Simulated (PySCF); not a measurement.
# Ionisation energy of V⁺ by level of theory

V⁺ [Ar] 3d4 (5D) → V²⁺ [Ar] 3d3 (4F), as a difference of total energies. Calculation: PySCF 2.14, in aug-cc-pVTZ-DK; scalar relativity by spin-free X2C-1e. Correlated levels: valence: [Ar] frozen. The calculations carry no spin-orbit coupling.

| method | ionisation energy (eV) |
| --- | --- |
| UHF | 13.173 |
| LDA | 15.738 |
| r2SCANh | 14.759 |
| B2PLYP | 14.499 |
| M06 | 15.016 |
| MP2 (valence) | 13.930 |
| SCS-MP2 (valence) | 13.425 |

Task: Estimate what PBE0 gives.

Result: 14.985 eV, closest to M06 among the rows shown.

Task: Estimate what PBE gives.

Result: 15.337 eV, closest to M06 among the rows shown.

A first-order spin-orbit estimate (lowest level to lowest level, LS coupling) adds -0.016 eV.

Errors of the correlated levels include the incompleteness of this basis and the frozen core.

For comparison: 14.634 ± 0.007 eV (measured; NIST Atomic Spectra Database, ionization energies).
